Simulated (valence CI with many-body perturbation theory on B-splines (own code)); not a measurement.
## Questions on V XI

Method: valence CI with perturbative core correlation (CI+MBPT): three valence electrons over a frozen Dirac-Fock core [Ne], radial functions for each j: 11 s, 11 p, 9 d, 7 f, 5 g, 2 h, 1 i, with the one-electron correlation potential Σ1 (screened to all orders), the two-electron term Σ2, the three-electron term Σ3, Breit, model QED; selected single and double excitations, second order for the rest, scaled by the run's own slope (own B-spline code, finite nucleus).

No measured levels were compared; by estimate levels of excited configurations hold to 0.05 to 0.15 % of their energy, terms of the ground configuration to about 0.5 %.

Rates and lifetimes use the calculated energies. Strong lines usually hold to 10 to 20 %, long lifetimes can be off by a factor of two.

Question: What is the ground level?

Answer: 3s2 3p 2P°_1/2, composition 97 % 3s2 3p 2P°, g = 0.665.

Question: Name the longest-lived excited levels whose lifetime is computed, and their main decay.

Answer: 3s2 3p 2P°_3/2 at 9705 cm⁻¹ lives 121 ms, mostly by M1 to 3s2 3p 2P°_1/2; 3s 3p2 4P_3/2 at 179790 cm⁻¹ lives 484 ns, mostly by E1 to 3s2 3p 2P°_3/2. The lifetime of 3s 3p 3d 4F°_9/2 is too uncertain to give, and may be longer.

Question: Among levels below 890620 cm⁻¹, which E1 lines absorb most strongly from the ground level?

Answer: to 3s2 3d 2D_3/2 at 26.54 nm, f = 0.574; to 3s 3p2 2P_1/2 at 32.57 nm, f = 0.214; to 3s 3p2 2S_1/2 at 34.59 nm, f = 0.162.

Question: Where does the other parity begin?

Answer: At 3s 3p2 4P_1/2, 176060 cm⁻¹.

Question: How is the term 2P° of the ground level split?

Answer: J = 1/2 at 0, J = 3/2 at 9705 cm⁻¹.
